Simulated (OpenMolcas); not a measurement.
## V2+: ligand-field states by method

V2+ with 6 ligands (hydroxide) in trigonal antiprismatic coordination (S6) at 2.12 Å, a polar angle of 55.8° against the regular 54.74°. A charge of +0.667 e stands 2.6 Å behind each ligand. Ligand basis ANO-RCC-VDZP.

```yaml
Program: OpenMolcas
Basis: ANO-RCC-VDZP [5s4p2d1f]
Scalar_Hamiltonian: DKH2, point nucleus
Active_space: 3 electrons in 5 orbitals (3d)
State_averaging: 2S+1 = 4 even, 10 roots; 2S+1 = 2 even, 40 roots
Spin-orbit_coupling: RASSI with atomic mean-field integrals over the reference wave functions
```

I. CASSCF
II. SS-CASPT2, IPEA 0.25 Eh, imaginary shift 0.1 Eh (closed shells correlated: 3s 3p and the ligand valence shells)

Spin-free states in cm-1, each column counted from its own energy of the first state listed:

```csv
State,Degeneracy,I,II
2S+1 = 4,1,0,0
2S+1 = 4,2,10184,8210
2S+1 = 4,1,10943,8800
2S+1 = 2,2,16377,12910
2S+1 = 4,2,16512,13710
2S+1 = 2,2,17317,12970
2S+1 = 2,1,17332,13530
2S+1 = 4,1,17862,15920
2S+1 = 2,1,23025,17610
2S+1 = 2,2,23074,16690
2S+1 = 2,1,24504,18220
2S+1 = 2,2,26003,19300
2S+1 = 2,1,26316,19930
2S+1 = 2,1,27220,19250
2S+1 = 2,2,27586,20590
2S+1 = 4,2,27959,23170
2S+1 = 4,1,28533,25390
2S+1 = 2,2,29761,22500
2S+1 = 2,2,31413,21770
2S+1 = 2,1,31720,24450
```

From I to II, I's first state of the same spin (2S+1 = 4) moves from 10184 to 8210 cm-1, by about -2000 cm-1.

From I to II, I's first state of another spin (2S+1 = 2) moves from 16377 to 12910 cm-1, by about -3500 cm-1.

χT at 300 K: I 1.85, II 1.85 cm3 K/mol.

Roots that are degenerate in the reference are averaged as groups; the widest CASPT2 spread within a group is 6000 cm-1 (the 2-fold group of multiplicity 2 near 45700 cm-1 above the lowest state of its run, II). Shifts and gaps below about the spread of the groups concerned are not significant. Over all roots computed the reference weight is 0.56 to 0.67 in II; the roots of lowest weight are the least certain, and an intruder state may touch them. Ligand-to-metal charge-transfer states are missing. With no ligand orbital active B as a rule stays too high, so bands that hang on it stand too high and its fall with covalency is understated. Without dynamic correlation the repulsion within the d shell is too large (B by tens of per cent), so at a given field states of lower spin stand too high (holds for I). With metal d orbitals alone and no dynamic correlation the field as a rule comes out too small, by tens of per cent, by up to half for chloride and softer ligands (holds for I). With one d shell and no ligand orbital active, 10Dq can be off by tens of per cent for divalent 3d ions, low with halides held by bare charges and at times high in hosts (holds for II). No measured value stands beside these numbers; the geometry was imposed, not optimised, and the real ion may take another.
